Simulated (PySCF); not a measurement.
Species: C4H6BN.
Atom-mapped SMILES: `[NH2:1][C:2]1=[CH:3][CH:4]=[CH:5][BH:6]1` (hydrogens: H7, H8 on N1; H9 on C3; H10 on C4; H11 on C5; H12 on B6)

Level of theory: PBE0-D3(BJ)/def2-TZVP geometry optimisation, gas phase in PySCF.

Question: What internal coordinates does the optimisation give?

Answer: 
```
        bond  length (pm)
       N1–C2        134.1
       C2=C3        135.7
       C3–C4        145.7
       C4=C5        137.1
       C5–B6        150.8
       C2–B6        163.7
N1–H7, N1–H8        100.4
       C3–H9        108.2
      C4–H10        108.9
      C5–H11        108.0
      B6–H12        119.7
```

Bonds in one row agree within 1 pm and their mean is given. A selection of angles:
```
    angle  degrees
 C2–N1–H7    120.1
 C2–N1–H8    122.2
 H7–N1–H8    117.6
 N1–C2–C3    129.6
 N1–C2–B6    123.6
 C3–C2–B6    106.8
 C2–C3–C4    108.1
 C2–C3–H9    127.8
 C4–C3–H9    124.1
 C3–C4–C5    115.9
C3–C4–H10    120.4
C5–C4–H10    123.7
 C4–C5–B6    105.3
C4–C5–H11    122.9
B6–C5–H11    131.9
C5–B6–H12    132.1
 C2–B6–C5    103.9
C2–B6–H12    123.9
```

Torsions: N1–C2–C3–C4 180° (antiperiplanar); C2–C3–C4–C5 0° (synperiplanar); C3–C4–C5–B6 0° (synperiplanar); C4–C5–B6–C2 0° (synperiplanar); N1–C2–B6–C5 179° (antiperiplanar).

The 3 C–C bonds span 1.357 Å (C2=C3, drawn double) to 1.457 Å (C3–C4, drawn single), a spread of 0.100 Å. The 5-membered ring C2–C3–C4–C5–B6 has internal angles of 103.9° to 115.9°; it is planar, 0.00 Å rms from its mean plane, widest ring torsion 0°. The 6 heavy atoms lie in one plane (0.002 Å rms). B6 (ring boron) is planar (angles 132.1°, 123.9° and 103.9°, sum 360.0°, 0.00 Å off the plane of its three neighbours). The B–C distances run from 1.508 Å (C5–B6, drawn single) to 1.637 Å (C2–B6, drawn single), a spread of 0.129 Å. N1 (enamine nitrogen) is planar (angles 122.2°, 120.1° and 117.6°, sum 360.0°, 0.01 Å off the plane of its three neighbours).

Point group: Cs (tolerance 0.08 Å). PBE0-D3(BJ)/def2-TZVP frequencies: not computed here.

Time: 2.1 min wall; peak memory 0.93 GiB. Hardware: an Arm Neoverse V2 with one thread, on a shared host. That covers the optimisation of the geometry.
